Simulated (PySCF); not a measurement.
# Spinor energies of Ho⁴⁺ (holmium, charge +4)

Start: [Xe] 4f9; 4f5/2 filled at m_j = -5/2, -3/2, -1/2, +1/2, +3/2, +5/2; 4f7/2 filled at m_j = +3/2, +5/2, +7/2. Calculated with PySCF 2.14 in x2c-TZVPall-2c (11s11p10d4f1g, 131 functions): generalised Hartree-Fock with the X2C-1e Hamiltonian and a Gaussian nucleus; one run each with spin-orbit coupling (SO) switched off, then screened by Boettger's factors.

| spinor shell | electrons | ε, spin-free (eV) | ε, screened SO (eV) | weight of nominal j (screened SO) | rms radius, screened SO (bohr) |
| --- | --- | --- | --- | --- | --- |
| 1s1/2 | 2 | -55954.1 | -55942.0 | 1.000 | 0.0236 |
| 2s1/2 | 2 | -9532.7 | -9528.9 | 1.000 | 0.0952 |
| 2p1/2 | 2 | -8447.8 | -9054.0 | 1.000 | 0.0814 |
| 2p3/2 | 4 | -8447.8 | -8192.1 | 1.000 | 0.0881 |
| 3s1/2 | 2 | -2227.7 | -2226.4 | 1.000 | 0.245 |
| 3p1/2 | 2 | -1889.7 | -2018.8 | 1.000 | 0.236 |
| 3p3/2 | 4 | -1889.7 | -1834.3 | 1.000 | 0.250 |
| 3d3/2 | 4 | -1458.4 | -1482.4 | 0.998 | 0.223 |
| 3d5/2 | 6 | -1458.4 | -1441.2 | 0.998 | 0.226 |
| 4s1/2 | 2 | -510.88 | -510.49 | 1.000 | 0.550 |
| 4p1/2 | 2 | -396.64 | -427.54 | 0.987 | 0.564 |
| 4p3/2 | 4 | -396.64 | -383.19 | 0.994 | 0.594 |
| 4d3/2 | 4 | -238.67 | -248.06 | 0.810 | 0.634 |
| 5s1/2 | 2 | -109.21 | -109.15 | 1.000 | 1.32 |
| 5p1/2 | 2 | -77.345 | -82.213 | 0.967 | 1.44 |
| 5p3/2 | 4 | -77.345 | -75.229 | 0.983 | 1.53 |
| 4f5/2 | 6 | -70.247 | -69.850 | 0.728 | 0.810 |
| 4f7/2 | 3 | -70.247 | -70.831 | 0.796 | 0.807 |

(1) Where does 4d5/2 lie, and what is the 4d spin-orbit splitting (screened SO)?

```json
{"quantity": "E (hartree)", "spin-free": "-12604.44963", "screened SO": "-12614.35197"}
{"quantity": "M_J", "spin-free": "15/2", "screened SO": "15/2"}
{"quantity": "⟨J²⟩", "spin-free": "63.759", "screened SO": "63.768"}
{"quantity": "⟨L²⟩", "spin-free": "30.005", "screened SO": "30.766"}
{"quantity": "⟨S²⟩", "spin-free": "8.754", "screened SO": "8.554"}
```

Each row is a mean over spinors that exchange with the open shell spreads, by up to 17.199 eV (4d5/2).

Rows whose weight is well below 1 are mixtures of j = l ± 1/2: exchange outweighs spin-orbit coupling there, and the label is only the starting occupation.

Breit and QED terms are absent; they matter most for the inner s and p1/2 levels.

Densities and radii are taken from the X2C orbitals without a picture-change correction, which distorts them close to the nucleus.

Without spin-orbit coupling the j labels of p, d and f shells carry no meaning; the spin-free column gives the mean over the occupied spinors of each nl shell.

Results:

(1) At -232.09 eV, 15.974 eV above 4d3/2.
